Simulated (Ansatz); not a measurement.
## Scan of the Cl1–Ga2–H3 angle

GaHCl (SMILES [Cl][GaH]), doublet, at its PBE0-D4/def2-TZVP minimum:

```
3
angstrom
Cl 1.5307 -0.1913 0.8057
Ga -0.3311 -0.5835 -0.2328
H -1.2105 0.7100 -0.5863
```

The angle Cl1–Ga2–H3 (115.5° at the minimum) is set to the values below, Cl1, with anything bonded beyond it, turning rigidly in the plane of the angle. Each method's energies count from its own value at the PBE0-D4 minimum structure. Computed with Ansatz 0.2.0 (basis: def2-TZVPP); correlated methods freeze the cores; orbitals are unrestricted. Filled d shells of the heavier atoms are correlated. The def2 sets are not built for correlating such inner shells, so the correlated values are less sure here. B3LYP uses VWN-RPA correlation.

| angle (°) | CCSD(T) (kJ/mol) | HF (kJ/mol) | PBE-D4 (kJ/mol) |
| --- | --- | --- | --- |
| 85.5 | 39.6 | 48.3 | 32.0 |
| 93.0 | 21.8 | 26.2 | 17.7 |
| 100.5 | 9.5 | 11.4 | 7.6 |
| 108.0 | 2.4 | 2.9 | 1.8 |
| 115.5 | 0.0 | 0.0 | 0.0 |
| 123.0 | 1.9 | 2.1 | 1.9 |
| 130.5 | 7.9 | 9.0 | 7.4 |
| 138.0 | 17.7 | 20.2 | 16.4 |
| 145.5 | 31.2 | 35.7 | 28.5 |

Minimum and curvature along this coordinate at CCSD(T): A fifth-order fit through the nearest points gives 115.8°, with a curvature of about 0.79 meV/deg².

Largest difference from the CCSD(T) curve over the scan: r2SCAN-D4 4.3; PBE0-D4 3.6; B3LYP-D4 4.7; wB97M-V 2.7 kJ/mol. Each curve counts from its own value at the minimum.

No T1 diagnostic of these runs exceeds 0.018. ⟨S²⟩ of the unrestricted Hartree–Fock references: 0.76 to 0.77 (a pure state has 0.75).

For scale, one of the runs: CCSD(T)/def2-TZVPP, 104 basis functions (an equivalent command: `ansatz run in.yaml --threads 2`). Hardware: 2 CPU threads, shared host. Wall time about 4.6 s.
